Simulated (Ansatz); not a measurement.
A structure relaxed at PBE0-D4/def2-SVP in Ansatz, charge 1, singlet:

```xyz
9

Cu   -0.542    1.275    0.569
Cu    0.726   -2.541   -0.365
Cu   -0.022    3.707   -1.764
Cu   -0.702   -1.362    2.181
Cu    0.525    0.396   -1.333
O     0.013   -2.633    1.224
O    -0.962    0.348    1.979
O    -0.032    2.078   -0.970
O     0.997   -1.268   -1.521
```

Problem. Give its formula and point group.

Solution. the cluster Cu₅O₄⁺. Point group C2v (tolerance 0.1 Å).

Problem. Summarise the bond lengths by kind (pairs closer than 1.2 times the sum of covalent radii, bridged metal pairs left out).

Solution. 9 × Cu–O 1.74 to 1.81 Å.

The restricted singlet is unstable towards broken spin symmetry in Hartree–Fock (as tested in another run); at PBE0-D4/def2-SVP this wasn't settled. Another isomer (singlet) lies 0.34 eV lower at PBE0-D4/def2-TZVP; other spin states weren't run for this one.
